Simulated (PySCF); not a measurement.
PBE0 on S- (sulfur, charge -1), [Ne] 3s2 3p5, 2P determinant. Computed with PySCF 2.14 in dyall-av2z (13s9p2d, 50 functions), with the non-relativistic Hamiltonian (point nucleus).

```
cycle= 1 E= -398.049550469121  delta_E= -0.00692  |g|= 0.016  |ddm|= 0.089
cycle= 2 E= -398.049599023513  delta_E= -4.86e-05  |g|= 0.0156  |ddm|= 0.039
cycle= 3 E= -398.049752661774  delta_E= -0.000154  |g|= 0.00236  |ddm|= 0.0201
cycle= 4 E= -398.049757086474  delta_E= -4.42e-06  |g|= 0.000721  |ddm|= 0.00351
cycle= 5 E= -398.049758029853  delta_E= -9.43e-07  |g|= 0.000165  |ddm|= 0.00197
cycle= 6 E= -398.049758121074  delta_E= -9.12e-08  |g|= 2.05e-05  |ddm|= 0.000827
cycle= 7 E= -398.04975812221  delta_E= -1.14e-09  |g|= 1.16e-06  |ddm|= 9.61e-05
cycle= 8 E= -398.049758122213  delta_E= -2.27e-12  |g|= 1.25e-07  |ddm|= 4.09e-06
converged SCF energy = -398.049758122213  <S^2> = 0.7541459  2S+1 = 2.0041416
```

Highest occupied orbital energy: 0.148 eV; ⟨L²⟩ = 2.02; populations by l: s 6.00, p 11.00, d 0.00.

(1) Can this result be used?

## Answers

(1) With care. The calculation finished and met its thresholds. At PBE0 the highest occupied level has a positive energy, so only the finite basis holds that electron; in a semilocal or global hybrid functional this comes from self-interaction and does not mean that the real anion is unbound.
